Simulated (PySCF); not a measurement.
## `CS[C@H]1C[C@@]1(S)C#N`, C5H7NS2

Geometry:
| atom | x (Å) | y (Å) | z (Å) |
| --- | --- | --- | --- |
| C1 | 2.149 | 0.135 | 0.854 |
| S2 | 1.087 | -1.333 | 0.724 |
| C3 | 0.020 | -0.781 | -0.608 |
| C4 | -1.402 | -1.226 | -0.613 |
| C5 | -1.087 | 0.217 | -0.316 |
| S6 | -1.495 | 1.425 | -1.614 |
| C7 | -1.265 | 0.738 | 0.990 |
| N8 | -1.388 | 1.217 | 2.023 |
| H9 | 1.548 | 0.988 | 1.156 |
| H10 | 2.886 | -0.085 | 1.618 |
| H11 | 2.639 | 0.315 | -0.099 |
| H12 | 0.532 | -0.668 | -1.556 |
| H13 | -1.745 | -1.835 | 0.211 |
| H14 | -1.872 | -1.447 | -1.561 |
| H15 | -0.613 | 2.348 | -1.230 |

Level of theory: TDDFT B3LYP/def2-SVPD circular dichroism and optical rotation, one conformer, gas phase in PySCF 2.14.0. Geometry: GFN2-xTB.

The molecule is flexible and this is one conformer; a measurement averages over conformers. States above about 6.7 eV (minus the energy of the highest occupied orbital) lie near or above the ionisation threshold and depend on the basis.

Question: Assign R or S to each stereocentre.

Answer: C3 S, C5 R.

Question: Which excitations and rotatory strengths does the calculation give?

Answer: Rotatory strengths R in 10⁻⁴⁰ esu² cm², velocity form and length form (origin at the centre of mass); f in length form.
| state | E (eV) | λ (nm) | f | R (velocity) | R (length) | main |
| --- | --- | --- | --- | --- | --- | --- |
| 1 | 4.91 | 252 | 0.020 | +30.1 | +28.7 | HOMO→LUMO 0.89 |
| 2 | 5.28 | 235 | 0.004 | -3.6 | -3.6 | HOMO−1→LUMO 0.61, HOMO→LUMO+2 0.30 |
| 3 | 5.36 | 231 | 0.001 | -6.8 | -6.7 | HOMO→LUMO+2 0.48, HOMO−1→LUMO 0.28 |
| 4 | 5.70 | 218 | 0.006 | +12.6 | +11.7 | HOMO→LUMO+1 0.80, HOMO→LUMO+2 0.15 |
| 5 | 5.87 | 211 | 0.023 | -10.6 | -10.6 | HOMO→LUMO+3 0.96 |
| 6 | 6.15 | 201 | 0.025 | +6.3 | +6.9 | HOMO−1→LUMO+1 0.83 |
| 7 | 6.32 | 196 | 0.020 | -3.7 | -3.6 | HOMO→LUMO+4 0.84 |
| 8 | 6.45 | 192 | 0.033 | -6.2 | -6.1 | HOMO−1→LUMO+2 0.65, HOMO−1→LUMO+3 0.26 |
| 9 | 6.48 | 191 | 0.005 | +3.9 | +3.3 | HOMO→LUMO+5 0.72, HOMO→LUMO+6 0.18 |
| 10 | 6.58 | 188 | 0.014 | -9.8 | -8.6 | HOMO→LUMO+6 0.73, HOMO→LUMO+5 0.17 |
| 11 | 6.63 | 187 | 0.025 | -39.5 | -38.2 | HOMO−1→LUMO+3 0.67, HOMO−1→LUMO+2 0.22 |
| 12 | 6.75 | 184 | 0.018 | +8.7 | +9.7 | HOMO−2→LUMO 0.61, HOMO−3→LUMO 0.17 |

Among the states computed, the strongest CD band (largest |R|) is state 11. The largest dissymmetry factor in size, g = 4R/(D+G), with D and G the electric and magnetic dipole strengths, is -0.036 for state 3 (velocity form, f = 0.002), among bands with |R| over 0.5. The mirror image has the same energies and oscillator strengths and all R with the opposite sign.
